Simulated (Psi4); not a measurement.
C$_{2}$H$_{5}$S (SMILES [CH2-]SC), charge -1, singlet, geometry from GFN2-xTB (a gas-phase anion, which may not be bound at this level); PBE0/def2-SVP in Psi4.

Psi4 was given this input:
```
memory 2 GB

molecule mol {
-1 1
C     0.000708    1.571299   -0.363228
S    -0.000991    0.130738    0.536576
C     0.000784   -1.561197   -0.442108
H     0.907034    1.716463   -0.964811
H    -0.903377    1.716504   -0.968163
H    -0.000609   -2.352947    0.300181
H    -0.891040   -1.616197   -1.061855
H     0.894894   -1.616237   -1.058548
}

set {
  basis def2-svp
  reference rks
}

energy('pbe0')
print_variables()
```

The log (banner, timings and long lists left out):

```
   => Loading Basis Set <=

    Name: DEF2-SVP
    Role: ORBITAL
    Keyword: BASIS

         ---------------------------------------------------------
                                   SCF
               by Justin Turney, Rob Parrish, Andy Simmonett
                          and Daniel G. A. Smith
                              RKS Reference
         ---------------------------------------------------------

  ==> Geometry <==

    Molecular point group: c1
    Full point group: C1

    Geometry (in Angstrom), charge = -1, multiplicity = 1:

       Center              X                  Y                   Z               Mass
    ------------   -----------------  -----------------  -----------------  -----------------
         C            0.000819853472     1.536355709910    -0.424017648549    12.000000000000
         S           -0.000879146528     0.095794709910     0.475786351451    31.972071174400
         C            0.000895853472    -1.596140290090    -0.502897648549    12.000000000000
         H            0.907145853472     1.681519709910    -1.025600648549     1.007825032230
         H           -0.903265146528     1.681560709910    -1.028952648549     1.007825032230
         H           -0.000497146528    -2.387890290090     0.239391351451     1.007825032230
         H           -0.890928146528    -1.651140290090    -1.122644648549     1.007825032230
         H            0.895005853472    -1.651180290090    -1.119337648549     1.007825032230

  Running in c1 symmetry.

  Rotational constants: A =      0.83206  B =      0.21195  C =      0.18072 [cm^-1]
  Rotational constants: A =  24944.67150  B =   6354.01310  C =   5417.91739 [MHz]
  Nuclear repulsion =  100.320425874793401

  Charge       = -1
  Multiplicity = 1
  Electrons    = 34
  Nalpha       = 17
  Nbeta        = 17

  ==> Algorithm <==

  SCF Algorithm Type is DF.
  DIIS enabled.
  MOM disabled.
  Fractional occupation disabled.
  Guess Type is SAD.
  Energy threshold   = 1.00e-06
  Density threshold  = 1.00e-06
  Integral threshold = 1.00e-12

  ==> Primary Basis <==

  Basis Set: DEF2-SVP
    Blend: DEF2-SVP
    Number of shells: 35
    Number of basis functions: 71
    Number of Cartesian functions: 74
    Spherical Harmonics?: true
    Max angular momentum: 2

  ==> DFT Potential <==

   => LibXC <=

    Version 7.1.2
    S. Lehtola, C. Steigemann, M. J. T. Oliveira, and M. A. L. Marques,  SoftwareX 7, 1–5 (2018) (10.1016/j.softx.2017.11.002)

   => Composite Functional: PBE0 <=

    PBE0 Hyb-GGA Exchange-Correlation Functional

    C. Adamo and V. Barone,  J. Chem. Phys. 110, 6158 (1999) (10.1063/1.478522)
    M. Ernzerhof and G. E. Scuseria,  J. Chem. Phys. 110, 5029 (1999) (10.1063/1.478401)

    Deriv               =              1
    GGA                 =           TRUE
    Meta                =          FALSE

    Exchange Hybrid     =           TRUE
    MP2 Hybrid          =          FALSE

   => Exchange Functionals <=

    0.7500   Perdew, Burke & Ernzerhof

   => Exact (HF) Exchange <=

    0.2500               HF

   => Correlation Functionals <=

    1.0000   Perdew, Burke & Ernzerhof

   => LibXC Density Thresholds  <==

    XC_HYB_GGA_XC_PBEH:  1.00E-15

   => Molecular Quadrature <=

    Radial Scheme          =       TREUTLER
    Pruning Scheme         =           NONE
    Nuclear Scheme         =       TREUTLER

    Blocking Scheme        =         OCTREE
    BS radius alpha        =              1
    Pruning alpha          =              1
    Radial Points          =             75
    Spherical Points       =            302
    Total Points           =         172199
    Total Blocks           =           1352
    Max Points             =            256
    Max Functions          =             71
    Weights Tolerance      =       1.00E-15

   => Loading Basis Set <=

    Name: (DEF2-SVP AUX)
    Role: JKFIT
    Keyword: DF_BASIS_SCF

  ==> Integral Setup <==

  SCF_SUBTYPE=INCORE selected. In-core MEM_DF algorithm will be used.
  Using in-core AOs.

  ==> MemDFJK: Density-Fitted J/K Matrices <==

    J tasked:                   Yes
    K tasked:                   Yes
    wK tasked:                   No
    Algorithm:                 Core
    Schwarz Cutoff:           1E-12
    Mask sparsity (%):       0.2380
    Fitting Condition:        1E-10

   => Auxiliary Basis Set <=

  Basis Set: (DEF2-SVP AUX)
    Blend: DEF2-UNIVERSAL-JKFIT
    Number of shells: 118
    Number of basis functions: 368
    Number of Cartesian functions: 433
    Spherical Harmonics?: true
    Max angular momentum: 4

  Minimum eigenvalue in the overlap matrix is 9.5893105309E-03.
  Reciprocal condition number of the overlap matrix is 1.9622999887E-03.
    Using symmetric orthogonalization.

  ==> Pre-Iterations <==

  SCF Guess: Superposition of Atomic Densities via on-the-fly atomic UHF (no occupation information).

   -------------------------
    Irrep   Nso     Nmo
   -------------------------
     A         71      71
   -------------------------
    Total      71      71
   -------------------------

  ==> Iterations <==

                           Total Energy        Delta E     RMS |[F,P]|

   @DF-RKS iter SAD:  -476.36486436716984   -4.76365e+02   0.00000e+00
   @DF-RKS iter   1:  -476.57340609377496   -2.08542e-01   1.10033e-02 ADIIS/DIIS
   @DF-RKS iter   2:  -476.27893697478027    2.94469e-01   1.35759e-02 ADIIS/DIIS
   @DF-RKS iter   3:  -476.89429125369855   -6.15354e-01   2.95989e-03 ADIIS/DIIS
   @DF-RKS iter   4:  -476.91777968293763   -2.34884e-02   1.43750e-03 ADIIS/DIIS
   @DF-RKS iter   5:  -476.92341799706548   -5.63831e-03   1.47365e-04 ADIIS/DIIS
   @DF-RKS iter   6:  -476.92348082346160   -6.28264e-05   5.15371e-05 DIIS
   @DF-RKS iter   7:  -476.92348932152026   -8.49806e-06   1.25669e-05 DIIS
   @DF-RKS iter   8:  -476.92348983722411   -5.15704e-07   2.59636e-06 DIIS
   @DF-RKS iter   9:  -476.92348986143099   -2.42069e-08   4.57364e-07 DIIS
  Energy and wave function converged.

  ==> Post-Iterations <==

   Electrons on quadrature grid:
      Ntotal   =   33.9999875888 ; deviation = -1.241e-05

    Orbital Energies [Eh]
    ---------------------

    Doubly Occupied:

       1A    -88.757086     2A    -10.041422     3A     -9.970522
       4A     -7.753442     5A     -5.697335     6A     -5.691485
       7A     -5.686159     8A     -0.560869     9A     -0.487827
      10A     -0.343900    11A     -0.237780    12A     -0.235420
      13A     -0.178168    14A     -0.177021    15A     -0.080502
      16A      0.005241    17A      0.044929

    Virtual:

      18A      0.244485    19A      0.284454    20A      0.298042
      21A      0.309111    22A      0.309918    23A      0.352391
      24A      0.409218    25A      0.583681    26A      0.617900
      27A      0.651006    28A      0.654980    29A      0.709339
      30A      0.713649    31A      0.783652    32A      0.824998
      33A      0.842659    34A      0.879368    35A      0.898476
      36A      0.912346    37A      0.919559    38A      0.944212
      39A      0.946207    40A      0.981275    41A      1.011258
      42A      1.020298    43A      1.059193    44A      1.094996
      45A      1.320693    46A      1.365076    47A      1.421245
      48A      1.477559    49A      1.544406    50A      1.700811
      51A      1.710538    52A      1.865059    53A      1.898516
      54A      1.918807    55A      1.982786    56A      2.047713
      57A      2.158262    58A      2.161630    59A      2.191799
      60A      2.213804    61A      2.376561    62A      2.505739
      63A      2.506793    64A      2.633592    65A      2.636954
      66A      2.658513    67A      2.926175    68A      3.042939
      69A      3.121897    70A      3.128947    71A      3.165124

    Final Occupation by Irrep:
              A
    DOCC [    17 ]
    NA   [    17 ]
    NB   [    17 ]

  @DF-RKS Final Energy:  -476.92348986143099

   => Energetics <=

    Nuclear Repulsion Energy =            100.3204258747934006
    One-Electron Energy =                -862.1902396854425206
    Two-Electron Energy =                 313.9811424989609918
    DFT Exchange-Correlation Energy =     -29.0348185497428659
    Empirical Dispersion Energy =           0.0000000000000000
    VV10 Nonlocal Energy =                  0.0000000000000000
    Total Energy =                       -476.9234898614309941

Computation Completed

Properties will be evaluated at   0.000000,   0.000000,   0.000000 [a0]

Properties computed using the SCF density matrix

 Multipole Moments:

 ------------------------------------------------------------------------------------
     Multipole            Electronic (a.u.)      Nuclear  (a.u.)        Total (a.u.)
 ------------------------------------------------------------------------------------

 L = 1.  Multiply by 2.5417464519 to convert [e a0] to [Debye]
 Dipole X            :         -0.0066256            0.0069715            0.0003459
 Dipole Y            :          0.8687261           -2.1790859           -1.3103598
 Dipole Z            :          3.5880851           -3.7908934           -0.2028083
 Magnitude           :                                                    1.3259616

 ------------------------------------------------------------------------------------

  Variable Map:
  ----------------------------------------------------------------------------
  "CURRENT ENERGY"              =>    -476.923489861431
  "CURRENT REFERENCE ENERGY"    =>    -476.923489861431
  "DD SOLVATION ENERGY"         =>       0.000000000000
  "DFT FUNCTIONAL TOTAL ENERGY" =>    -476.923489861431
  "DFT TOTAL ENERGY"            =>    -476.923489861431
  "DFT VV10 ENERGY"             =>       0.000000000000
  "DFT XC ENERGY"               =>     -29.034818549743
  "GRID ELECTRONS ALPHA"        =>      16.999993794381
  "GRID ELECTRONS BETA"         =>      16.999993794381
  "GRID ELECTRONS TOTAL"        =>      33.999987588763
  "NUCLEAR REPULSION ENERGY"    =>     100.320425874793
  "ONE-ELECTRON ENERGY"         =>    -862.190239685443
  "PCM POLARIZATION ENERGY"     =>       0.000000000000
  "PE ENERGY"                   =>       0.000000000000
  "SCF ITERATION ENERGY"        =>    -476.923489861431
  "SCF ITERATIONS"              =>       9.000000000000
  "SCF TOTAL ENERGY"            =>    -476.923489861431
  "TWO-ELECTRON ENERGY"         =>     313.981142498961
  "XC GRID RADIAL POINTS"       =>      75.000000000000
  "XC GRID SPHERICAL POINTS"    =>     302.000000000000
  "XC GRID TOTAL POINTS"        =>  172199.000000000000

  Array Variable Map:
  ----------------------------------------------------------------------------
  "CURRENT DIPOLE"              =>       0.000345873945 ... -0.202808318299 1 by 3
  "SCF DIPOLE"                  =>       0.000345873945 ... -0.202808318299 1 by 3
  "SCF TOTAL ENERGIES"          =>    -476.364864367170 ... -476.923489861431 1 by 10
```
